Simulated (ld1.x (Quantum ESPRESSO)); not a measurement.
Before and after: TM potential for aluminium (Al)

```
Element                 : aluminium (Al)
Generator               : ld1.x (Quantum ESPRESSO) 7.5
Type                    : norm-conserving Troullier–Martins (Kleinman–Bylander form)
Functional              : LDA (PZ)
Relativity              : scalar-relativistic
Frozen core             : [Ne]
Valence charge          : 3
Reference configuration : 3s1.75 3p1.25
Partial waves           : 3s (bound): rc 1.85 bohr; 3d channel at 0.2 Ry: rc 1.90 bohr; 3p (bound): rc 2.15 bohr
Local potential         : the p channel
Core correction         : none
```

Change: wave 3p (bound): rc 2.15 bohr becomes 3p (bound): rc 1.72 bohr.

Cutoffs: the cutoffs (Ry, on a coarse ladder) from which the occupation-weighted sum of valence levels, in a spherical-Bessel basis at the reference potential, stays within 10 and 1 mRy of its value at 400 Ry; they do not see the model core or the augmentation charge, which bear on the density cutoff. Errors are all-electron minus pseudo energies relative to the spin-unpolarised reference configuration.

**Question.** What does the change do?

**Answer.** The potential gets harder (10 Ry and 30 Ry → 15 Ry and 35 Ry); of the 9 tests that both files solve, the error grows in 2 and shrinks in 0 by more than 15 % and 0.3 meV (median size 4.2 → 5.3 meV); neither file shows a bound ghost. A smaller radius makes the pseudo-wave follow the all-electron one further in, where it bends more sharply, so more plane waves are needed.

| quantity | base | changed |
| --- | --- | --- |
| cutoff, loose | 10 Ry | 15 Ry |
| cutoff, tight | 30 Ry | 35 Ry |
| bound ghosts | none | none |
| error for 3s2 3p1, meV [ΔE -1.27 eV] | +0.4 | +0.6 |
| error for 3s2 3p0, meV [ΔE 4.58 eV] | +1.4 | +1.6 |
| error for 3s1 3p0, meV [ΔE 23.96 eV] | +74 | +72 |
| error for 3s2 3p1.3, meV [ΔE -1.87 eV] | +0.6 | +0.7 |
| error for 3s0 3p3, meV [ΔE 9.24 eV] | +27 | +33 |
| error for 3s2 3p0.5, meV [ΔE 0.86 eV] | +0.2 | +0.4 |
| error for 3s1 3p2, meV [ΔE 3.89 eV] | +4.2 | +5.3 |
| error for 3s1.75 3p1.25 (spin-polarised), meV [ΔE -0.33 eV] | +25 | +24 |
| error for 3s2 3p1 (spin-polarised), meV [ΔE -1.40 eV] | +7.1 | +7.0 |
